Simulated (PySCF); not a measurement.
Members of one series of related molecules.

All values: CAM-B3LYP/def2-SVPD (PySCF) at GFN2-xTB geometries, gas phase, one conformer each. Core orbitals are frozen in the response; Δα² is half the sum of the squared differences of the principal polarisabilities.

Question: Rank by mean static polarisability, highest first.
A. `C/C(C=O)=C/C(F)(F)F`
B. `C(=C/[Si](F)(F)F)(/C=O)[SiH3]`
C. `O=C/C([SiH3])=C\C(F)(F)F`

Answer: B (12.59 Å³), C (11.91 Å³), A (9.87 Å³).

All values together:

| SMILES | change | formula | μ (D) | HOMO (eV) | LUMO (eV) | α (Å³) | Δα (Å³) | electrons | α per electron (Å³) |
| --- | --- | --- | --- | --- | --- | --- | --- | --- | --- |
| O=C/C([SiH3])=C\C(F)(F)F | parent | C4H5F3OSi | 2.10 | -9.69 | -1.75 | 11.91 | 5.51 | 78 | 0.153 |
| C/C(C=O)=C/C(F)(F)F | Si replaced by C | C5H5F3O | 2.70 | -9.59 | -1.50 | 9.87 | 5.24 | 70 | 0.141 |
| O=C/C([SiH3])=C\C(F)F | terminal F group replaced by H | C4H6F2OSi | 3.55 | -9.41 | -1.51 | 11.84 | 5.37 | 70 | 0.169 |
| O=C/C([SiH3])=C\[Si](F)(F)F | C replaced by Si | C3H5F3OSi2 | 6.07 | -10.49 | -2.24 | 12.59 | 5.62 | 86 | 0.146 |

Conformers: `[O:1]=[CH:2]/[C:3]([SiH3:4])=[CH:5]\[C:6]([F:7])([F:8])[F:9]` with O1–C2–C3–Si4 0°; `[CH3:1]/[C:2]([CH:3]=[O:4])=[CH:5]/[C:6]([F:7])([F:8])[F:9]` with C1–C2–C3–O4 0°; `[O:1]=[CH:2]/[C:3]([SiH3:4])=[CH:5]\[CH:6]([F:7])[F:8]` with O1–C2–C3–Si4 0°, C3–C5–C6–F7 -59°; `[O:1]=[CH:2]/[C:3]([SiH3:4])=[CH:5]\[Si:6]([F:7])([F:8])[F:9]` with O1–C2–C3–Si4 180°.

Question: Give the shifts from the parent, `O=C/C([SiH3])=C\C(F)(F)F`.

Answer: 
```
                     SMILES  change in μ (D)  change in HOMO (eV)  change in LUMO (eV)  change in mean α (Å³)
        C/C(C=O)=C/C(F)(F)F            +0.60                +0.10                +0.25                  -2.04
      O=C/C([SiH3])=C\C(F)F            +1.45                +0.28                +0.24                  -0.07
O=C/C([SiH3])=C\[Si](F)(F)F            +3.97                -0.80                -0.49                  +0.68
```
